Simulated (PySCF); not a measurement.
## Technetium: a sound run and one with changed settings

Sound run: Tc [Kr] 4d5 5s2, Tc⁺ [Kr] 4d5 5s1. All numbers are calculated (PySCF 2.14, scalar relativity through the core potential, in cc-pVDZ-PP with ECP28MDF). In the sound run the correlated levels freeze 4s2 4p6 outside the core potential. The sound run starts from symmetry-adapted Hartree-Fock orbitals and uses a fine grid where one is needed.

Changed run: all electrons correlated in a basis built for the valence shell.

```json
{"species": "Tc", "method": "MP2", "sound run (hartree)": "-79.94092", "changed run (hartree)": "-80.13691", "converged": "yes"}
{"species": "Tc⁺", "method": "MP2", "sound run (hartree)": "-79.69978", "changed run (hartree)": "-79.88950", "converged": "yes"}
```

Ionisation energy of Tc:

```
 method  sound run (eV)  changed run (eV)
    UHF           5.583             5.583
    MP2           6.562             6.732
SCS-MP2           6.774             6.825
```

A valence basis has no tight correlating functions, so it recovers only part of the core correlation, and not evenly between atom and ion.

For comparison, NIST gives 7.119 eV between the lowest levels.
